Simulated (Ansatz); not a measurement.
A run for Ansatz (a program for electronic structure): U-PBE0/def2-TZVPP on HfI, 2S+1 = 4, a spin state set in the input, which need not be the lowest. Elements past Kr take the def2 small-core potentials; no spin–orbit coupling.

Ansatz 0.2 input:
```yaml
crystal:
  periodic: [false, false, false]
  atoms:
    - {symbol: Hf, position_ang: [0.00000000, 0.00000000, 0.00000000]}
    - {symbol: I, position_ang: [0.00000000, 0.00000000, 2.98300000]}
basis:
  gaussian:
    orbitals: def2-TZVPP
hamiltonian:
  xc: {name: PBE0}
magnetization: {spin_polarized: true, initial_magnetization: 3}
relax: {f_tol: 0.002, max_steps: 120}
```

Task: Predict the final total energy.

Result: -345.6533 hartree.

Task: How many basis functions does it have, and what does it roughly cost on one machine?

Result: 106 functions; very roughly 80 core-seconds.
